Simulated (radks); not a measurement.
Task: These are the eigenvalues of the occupied orbitals of an atom or ion with whole-number occupations (eV). All-electron calculation, Dirac Kohn-Sham, relativistic LDA (MacDonald-Vosko exchange, VWN5 correlation), spin-unpolarised, spherical densities, finite nucleus; Fermi nuclear charge, rms radius of each element as measured or else 0.836 A^(1/3) + 0.57 fm. Program: a radial shooting solver on a logarithmic mesh with Libxc functionals.

orbital  eigenvalue
1s1/2     -100890.8
2s1/2     -25445.00

Which element is it, and in what charge state? The configuration may be excited. Open shells, if any, fill j = l - 1/2 first.

Result: Z = 83, bismuth, charge +80: Bi80+ in [He] 2s1. The 1s level, -3707.7 hartree, gives Z - s = 86.1 by -(Z - s)^2/2, which with screening and relativity narrows Z to a few neighbours, and the depths must fix Z and the occupations together.
